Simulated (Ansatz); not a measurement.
## Errors in the atomisation enthalpy at 298 K

8 molecules holding an element past argon; the atomisation enthalpy at 298 K in kJ/mol, computed less measured. Shapes, held fixed at every level: PBE0-D4/def2-TZVP. Thermal terms are harmonic and unscaled (PBE0-D4/def2-TZVP); the spin-orbit lowering of the free atoms is taken from their spectra. Programs: Ansatz 0.2.0. Measured values: Active Thermochemical Tables, CRC Handbook of Chemistry and Physics, NIST-JANAF tables.

Levels: A = HF/def2-TZVPP; B = BHLYP/STO-3G; C = r2SCAN0-D4/def2-TZVPP; D = MP2/def2-TZVPP; E = CCSD(T)/def2-TZVPP.

```csv
molecule,from tabulated heats,A,B,C,D,E
HBr (hydrogen bromide),366,-121,+38,-8,-8,-6
ICl (iodine monochloride),211,-164,-19,-29,-16,-35
HI (hydrogen iodide),298,-118,+52,-14,-12,-8
I2 (iodine),151,-153,+1,-30,-17,-36
H2Te (hydrogen telluride),533,-192,+173,+1,-14,+9
CH3I (methyl iodide),1463,-416,+277,-24,-26,-38
GeH4 (SMILES [GeH4]),1153,-280,+639,+13,-25,+16
SiH3I (SMILES [SiH3]I),1213,-301,+416,-4,-28,-24
```

Task: Which level does best on this set, which worst, and which err to one side?

Result: 
```
                level                   kind  mean error  mean absolute error  worst case
        HF/def2-TZVPP           Hartree–Fock      -218.1                218.1        CH3I
         BHLYP/STO-3G          global hybrid      +197.1                201.9        GeH4
r2SCAN0-D4/def2-TZVPP          global hybrid       -11.9                 15.4          I2
       MP2/def2-TZVPP    perturbation theory       -18.2                 18.2       SiH3I
   CCSD(T)/def2-TZVPP  coupled cluster or CI       -15.2                 21.5        CH3I
```

On this set r2SCAN0-D4/def2-TZVPP has the smallest mean absolute error and HF/def2-TZVPP the largest. Without CH3I the largest would be that of BHLYP/STO-3G. HF/def2-TZVPP is too low in 8 of 8; BHLYP/STO-3G is too high in 7 of 8; r2SCAN0-D4/def2-TZVPP is too low in 6 of 8; MP2/def2-TZVPP is too low in 8 of 8; CCSD(T)/def2-TZVPP is too low in 6 of 8. The heats of H2Te (hydrogen telluride) come from older tables and can be uncertain by 10 kJ/mol or more. The molecules' own spin-orbit lowering is left out, so errors for iodides read a little too negative. Heats of the atoms come from ATcT where it has them. The levels differ in basis as well as in method. With so many references in doubt the order of the levels isn't settled. The tabulated value of SiH3I is in doubt (older tables, estimates, or at odds with other calculations) and kept here. Over the 7 molecules whose values aren't doubted the mean absolute errors are A 206.3; B 171.3; C 17.0; D 16.9; E 21.1. The smallest two are near a tie. The largest two are near a tie. For HF/def2-TZVPP and BHLYP/STO-3G the error tends to grow with the atomisation enthalpy. Where a negative error exceeds the measured value, the molecule comes out unbound. Hartree–Fock lacks correlation and underbinds. Correlated wave functions converge slowly with the basis. For atoms past krypton def2 sets carry core potentials with scalar relativity. All-electron rows are non-relativistic unless named. Relativity is left out for Br, Ge. Outer-core shells of Br, Ge, I, Te are correlated, in sets that cover them unevenly. The set is small.
